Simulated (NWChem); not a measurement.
System: 1,3,5-triazine (C3H3N3); SMILES c1ncncn1

The following NWChem deck was run.

```
start job
memory heap 200 mb stack 900 mb global 1100 mb
geometry units angstroms noautosym nocenter noautoz
  C     -0.382731    -1.236626     0.000000
  N     -1.341645    -0.304881     0.000000
  C     -0.879584     0.949768     0.000000
  N      0.406788     1.314340     0.000000
  C      1.262315     0.286858     0.000000
  N      0.934858    -1.009458     0.000000
  H     -0.704452    -2.276689     0.000000
  H     -1.619444     1.748418     0.000000
  H      2.323896     0.528271     0.000000
end
basis spherical
  * library def2-svp
end
dft
  xc b3lyp
  iterations 150
end
property
  efieldgrad
end
task dft property
```

The geometry was optimised at B3LYP/6-31G* (spherical d). B3LYP is NWChem's, with the RPA form of VWN correlation.

Vzz is the largest principal value of the second derivative of the potential at the nucleus (NWChem prints the opposite sign); η is the asymmetry. Non-relativistic.

Atoms are numbered as in the input.

**Question.** Give the results of this calculation. (B3LYP/def2-SVP.) Quantities: Vzz N6 (a.u.); η N6.

**Answer.** 
```yaml
Vzz N6 (a.u.): -1.001
"η N6": 0.37
```
